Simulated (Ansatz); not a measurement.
The same path of F₂HSi₂ (5 atoms, charge 1, multiplicity 1) was run twice with different band settings. Lost on the way: Si4–H5. Made: Si2–H5.

These are results of RHF/def2-SVP (Ansatz 0.2.0), not measurements.

Relaxed end points:

```xyz
5
Properties=species:S:1:pos:R:3
F 1.685 -0.052 1.111
Si 0.372 -0.447 0.366
F 0.360 -1.980 0.076
Si -1.554 1.135 -0.116
H -0.864 1.344 -1.437
```

```xyz
5
Properties=species:S:1:pos:R:3
F 1.298 0.372 0.874
Si 0.189 -0.034 -0.182
F -0.058 -1.598 -0.169
Si -1.852 0.752 0.989
H 0.423 0.508 -1.511
```

Common settings: movable images 9; climbing image yes; spring 5.0 eV/Å²; start path through a guess of the saddle point; force threshold 0.05 eV/Å; iteration limit 60; end points relaxed.

| run | optimiser | largest step |
| --- | --- | --- |
| 1 | quadratic models (default) | default |
| 2 | fire | 0.5 Å |

Q: What does each run give, and how far can it be trusted?

A: Run 1: converged after 11 iterations, highest image 0.604 eV above the first end. A vibrational analysis at the climbing image gives one clearly imaginary mode, 361i cm⁻¹: a first-order saddle point.
Run 2: converged after 56 iterations, highest image 0.604 eV above the first end. Another band between the same ends (9 images) ends at a top of the same energy, where a vibrational analysis finds 1 clearly imaginary mode.
The orbitals stay closed-shell, which can raise the energy where a bond breaks towards radicals; this wasn't checked here. Limits of this set-up: the dipole of an ion depends on the origin.
